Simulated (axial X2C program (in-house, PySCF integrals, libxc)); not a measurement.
Correcting the dissociation energy of RbTe⁺ for spin–orbit coupling

A spin-free CCSD(T) curve (one-electron X2C) was computed with an in-house all-electron X2C program for linear molecules (integrals from PySCF), basis Te dyall-cv3z [11s12p8d4f1g], Rb dyall-cv3z [12s13p8d4f1g] (cores contracted in-house), for the state M_S = 1, Λ = 0 (beyond evenly filled blocks: π+α, π-α). It gives D0 = 0.365 eV to Te + Rb+, which in a spin-free picture are the weighted means of the ground terms.

Correlated methods: 14 electrons correlated (number of frozen shells: Te 4 s, 3 p, 2 d; Rb 3 s, 2 p, 1 d), 312 virtual spin orbitals or spinors in MP2, 90 natural virtuals in coupled cluster.

Measured levels of the ground terms (NIST Handbook of Basic Atomic Spectroscopic Data), in cm⁻¹: Te 3P: J = 2 at 0, J = 0 at 4706.5, J = 1 at 4750.7; Rb+ 1S: J = 0 at 0.

The molecular state has Λ = 0, so it has no first-order lowering.

How far does each ground level lie under the (2J+1)-weighted mean of its term?

Te: (5 × 0 + 1 × 4706.5 + 3 × 4750.7)/9 = 2107 cm⁻¹; Rb+: a single level, 0.

Correct D0.

D0 = 0.365 + (0 − 2107)/8065.5 = 0.104 eV at CCSD(T) with these spin–orbit terms. The direct two-component run gives 0.209 eV; the difference holds second-order terms in the molecule, scalar two-electron terms, the gap between measured and computed atomic splittings (a 2c atom can miss part of its lowering) and, in coupled cluster, the truncation of each run.

Second-order spin–orbit effects in the molecule, which grow quickly with Z, are left out. The state is a single determinant with fixed occupations, the lowest that a limited PBE0 search found. Dissociation energies refer to the lowest single-determinant-based atoms at the same level and basis. Coupled cluster ran in a truncated set of natural virtual spinors; the MP2 energy of the rest was added. (T) has no such correction and the atoms are truncated less, which lowers De at CCSD(T) by a hundredth of an eV or more. Other states lie close and PBE0, whose exact exchange favours high spin, may order them wrongly; the determinant shown need not be the ground state. The nearest other spin-free determinant of the search, M_S = 1, Λ = 1, lies 0.39 eV up at the distance of the search. With the outer-core shells frozen, correlated bond lengths of heavy atoms tend to come out a few hundredths of an ångström too long.
